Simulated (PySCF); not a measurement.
methyl(prop-2-ynyl)silane (C4H8Si), SMILES C#CC[SiH2]C.

The structure is a stationary point at B3LYP-D3(BJ)/def2-SVP. The values are those of a single conformer.

Method: TDDFT-ωB97X/def2-SVPD run with PySCF.

Vertical excitations. The molecule is in vacuum. State labels are in the subgroup Cs.

Computed UV-visible absorptions:
| state | symmetry | energy (eV) | λ (nm) | f | main pairs |
|---|---|---|---|---|---|
| S1 | A" | 6.42 | 193 | 0.000 | HOMO→LUMO+3 77 % |
| S2 | A' | 6.76 | 183 | 0.014 | HOMO−1→LUMO+3 41 %, HOMO→LUMO+4 30 %, HOMO→LUMO+2 12 % |
| S3 | A" | 6.85 | 181 | 0.001 | HOMO−1→LUMO+4 49 %, HOMO−1→LUMO+2 20 %, HOMO→LUMO+3 9 % |
| S4 | A' | 7.44 | 167 | 0.008 | HOMO→LUMO+1 69 %, HOMO→LUMO 23 % |
| S5 | A" | 7.81 | 159 | 0.036 | HOMO−1→LUMO+1 69 %, HOMO−1→LUMO 20 % |
| S6 | A' | 8.11 | 153 | 0.015 | HOMO→LUMO 58 %, HOMO→LUMO+1 13 % |
| S7 | A' | 8.71 | 142 | 0.112 | HOMO→LUMO+2 37 %, HOMO→LUMO+5 25 %, HOMO→LUMO+6 13 %, HOMO→LUMO+4 11 % |
| S8 | A" | 8.83 | 140 | 0.000 | HOMO−1→LUMO 47 %, HOMO−1→LUMO+5 14 %, HOMO−1→LUMO+2 11 %, HOMO−3→LUMO 9 % |
| T1 | A' | 5.42 | 229 | 0 | HOMO−1→LUMO+3 37 %, HOMO→LUMO+4 26 %, HOMO→LUMO+2 11 % |
| T2 | A" | 5.95 | 208 | 0 | HOMO→LUMO+3 62 %, HOMO−1→LUMO+4 13 % |
| T3 | A' | 5.98 | 207 | 0 | HOMO−1→LUMO+3 46 %, HOMO→LUMO+4 23 %, HOMO→LUMO+2 10 % |
| T4 | A" | 6.58 | 188 | 0 | HOMO−1→LUMO+4 40 %, HOMO→LUMO+3 23 %, HOMO−1→LUMO+2 16 % |
Triplets are in the Tamm–Dancoff approximation, which puts them higher than full response would, so one can lie above its singlet here.
